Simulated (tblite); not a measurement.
C₆H₁₅AsSi.
SMILES with atom numbers: `[CH3:1][CH2:2][AsH:3][SiH2:4][CH:5]1[CH2:6][CH2:7][CH2:8]1` (hydrogens: H9, H10, H11 on C1; H12, H13 on C2; H14 on As3; H15, H16 on Si4; H17 on C5; H18, H19 on C6; H20, H21 on C7; H22, H23 on C8)

Structure used (GFN2-xTB), in Å, numbered top down from 1:
```xyz
23
C6H15AsSi angstrom
C     -3.7307    0.6515    0.4024
C     -3.2198   -0.6927   -0.0968
As    -1.4748   -1.1558    0.7404
Si    -0.1784    0.3703   -0.4478
C      1.6048   -0.2844   -0.5028
C      2.7365    0.7451   -0.6734
C      3.3765    0.2556    0.6326
C      2.1869   -0.6854    0.8661
H     -3.0374    1.4483    0.1313
H     -4.7054    0.8841   -0.0260
H     -3.8311    0.6422    1.4888
H     -3.9454   -1.4725    0.1548
H     -3.1226   -0.6747   -1.1851
H     -1.1816   -2.2688   -0.2354
H     -0.6109    0.6772   -1.8262
H     -0.1526    1.6666    0.2616
H      1.6922   -1.0974   -1.2261
H      3.3486    0.6162   -1.5645
H      2.3999    1.7792   -0.6347
H      3.5145    1.0219    1.3930
H      4.3216   -0.2653    0.4886
H      2.4432   -1.7389    0.9743
H      1.5612   -0.3955    1.7140
```

Computed values, GFN2-xTB/tblite, gas phase, harmonic and unscaled. This tight-binding method is rough: wavenumbers can miss measured ones by several per cent, in bad cases by 10 to 20. Modes of hydrogen on arsenic and silicon can be 10 to 20 % off. One conformer, not necessarily the lowest. The optimisation stopped once no atom felt more than 0.01 eV/Å.

Lowest wavenumbers of the output (negative numbers stand for imaginary wavenumbers):
```
mode    cm-1
  1     -45.6
  2      21.4
  3      37.6
  4      57.1
  5      83.1
  6     141.9
  7     224.6
  8     233.3
  9     250.8
 10     267.8
```

Q: Is this structure a minimum?

A: Not by this Hessian. 1 mode is imaginary beyond 20i (46i cm⁻¹), so at this level the point lies at or near a first-order saddle. The curvature is small, so loose convergence or finite differences may be the whole cause.

Q: Which atoms move in the imaginary mode?

A: 46i: C7 (four-membered-ring carbon) 28 %, H20 (methylene hydrogen) 15 %, H21 (methylene hydrogen) 12 %. These are shares of the mass-weighted motion.

Q: What is the remedy?

A: Step along that mode in both directions, optimise again with tighter thresholds and repeat the frequencies. The zero-point energy of this point (118.0 kcal/mol) counts the 62 real modes alone, and thermal corrections from it aren't those of a minimum.
